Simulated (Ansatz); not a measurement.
Forces on [Ce(NH3)6]3+ (CeN6H18³⁺) at its PBE-D4/def2-SVP geometry. The state is a doublet with charge 3.

In the def2 sets Ce takes a core potential; there is no spin–orbit coupling. With an open 4f shell the SCF may have ended on a state above the lowest.

PBE-D4/def2-TZVP (Ansatz), largest force 0.43 eV/Å:

```xyz
25
positions Å, forces eV/Å
Ce    0.000    0.002    0.000   -0.002   -0.001    0.000
N     1.561   -1.309    1.685    0.254   -0.214    0.275
H     1.116   -1.583    2.583    0.068    0.076   -0.212
H     2.410   -0.799    1.994   -0.199   -0.085   -0.091
H     1.945   -2.208    1.335   -0.103    0.205    0.047
N    -1.542    1.296   -1.714   -0.250    0.212   -0.280
H    -1.056    1.683   -2.546   -0.076   -0.100    0.197
H    -2.041    2.123   -1.334    0.126   -0.191   -0.053
H    -2.309    0.737   -2.134    0.182    0.095    0.113
N    -1.530    0.771    2.015   -0.249    0.125    0.329
H    -2.313    0.130    2.247    0.185    0.121   -0.080
H    -2.007    1.684    1.893    0.122   -0.200   -0.005
H    -1.046    0.883    2.927   -0.077   -0.034   -0.219
N     1.512   -0.755   -2.032    0.247   -0.123   -0.331
H     1.002   -0.995   -2.904    0.082    0.062    0.211
H     2.097   -1.597   -1.867   -0.143    0.186   -0.003
H     2.205   -0.053   -2.356   -0.166   -0.133    0.097
N    -1.474   -2.176   -0.273   -0.241   -0.355   -0.044
H    -1.384   -2.872    0.492    0.005    0.178   -0.153
H    -1.281   -2.740   -1.122   -0.016    0.150    0.180
H    -2.499   -2.022   -0.326    0.234    0.000    0.016
N     1.473    2.174    0.319    0.241    0.354    0.052
H     1.272    2.947   -0.344    0.018   -0.193    0.133
H     2.498    2.043    0.217   -0.234   -0.006    0.017
H     1.390    2.636    1.244   -0.006   -0.130   -0.195
```

PBE0-D4/def2-TZVP (Ansatz), largest force 0.80 eV/Å:

```
Ce -0.002 -0.001 0.000
N 0.472 -0.397 0.510
H 0.237 0.169 -0.529
H -0.499 -0.276 -0.194
H -0.235 0.524 0.182
N -0.464 0.392 -0.520
H -0.260 -0.234 0.490
H 0.299 -0.484 -0.199
H 0.453 0.304 0.256
N -0.463 0.232 0.610
H 0.461 0.356 -0.154
H 0.287 -0.527 0.049
H -0.260 -0.071 -0.540
N 0.458 -0.228 -0.616
H 0.273 0.146 0.517
H -0.348 0.487 -0.072
H -0.410 -0.391 0.205
N -0.446 -0.659 -0.082
H -0.034 0.419 -0.431
H -0.093 0.343 0.486
H 0.598 -0.066 0.034
N 0.446 0.658 0.097
H 0.097 -0.462 0.374
H -0.598 0.052 0.055
H 0.030 -0.286 -0.529
```
